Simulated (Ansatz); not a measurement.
Geometry optimisation, RKS B3LYP-D4/def2-SVP (Ansatz 0.2.0).

input.yaml

```yaml
crystal:
  periodic: [false, false, false]
  atoms:
    - { symbol: Ti, position_ang: [0.41023, 0.26902, -0.43398] }
    - { symbol: F, position_ang: [-0.614745, 0.588094, 2.390043] }
    - { symbol: Cl, position_ang: [1.910979, 0.159308, -1.992256] }
    - { symbol: Cl, position_ang: [-1.094582, 1.772383, -0.860439] }
    - { symbol: F, position_ang: [-0.171474, -1.306897, -0.045681] }
    - { symbol: H, position_ang: [1.366646, 0.847851, 0.839563] }
    - { symbol: H, position_ang: [0.271945, 0.85904, 2.343749] }
basis:
  gaussian: { orbitals: def2-SVP }
hamiltonian:
  xc: b3lyp
  dispersion: d4
relax:
  f_tol: 0.03
  max_steps: 50
```

Launched with:

```bash
$ ansatz run input.yaml --threads 2 --pin off --max-ram 3072MiB --backend cpu --events-out ev --progress --plain --runs-dir out
```

Where does it end, and by what steps?

The forces met the threshold. After 6 steps the energy has fallen by 0.174 eV; F2 moved furthest, 0.48 Å. Joined: Ti1–F2 (3.02 → 2.32 Å).

```json
{"step": "0", "energy less start (eV)": "0.0000", "largest force component (eV/Å)": "0.355", "accepted": "yes"}
{"step": "1", "energy less start (eV)": "-0.0547", "largest force component (eV/Å)": "0.840", "accepted": "yes"}
{"step": "2", "energy less start (eV)": "-0.1275", "largest force component (eV/Å)": "1.310", "accepted": "yes"}
{"step": "3", "energy less start (eV)": "-0.1289", "largest force component (eV/Å)": "0.704", "accepted": "yes"}
{"step": "4", "energy less start (eV)": "-0.1715", "largest force component (eV/Å)": "0.281", "accepted": "yes"}
{"step": "5", "energy less start (eV)": "-0.1733", "largest force component (eV/Å)": "0.101", "accepted": "yes"}
{"step": "6", "energy less start (eV)": "-0.1739", "largest force component (eV/Å)": "0.022", "accepted": "yes"}
```

```xyz
7
Properties=species:S:1:pos:R:3
Ti 0.328 0.295 -0.216
F -0.523 0.548 1.925
Cl 1.807 0.206 -1.806
Cl -1.152 1.795 -0.812
F -0.192 -1.340 0.026
H 1.505 0.835 0.880
H 0.307 0.851 2.245
```

Run time: 31 s on 2 threads of Arm Neoverse V1, on a shared host, peak memory 0.26 GiB.
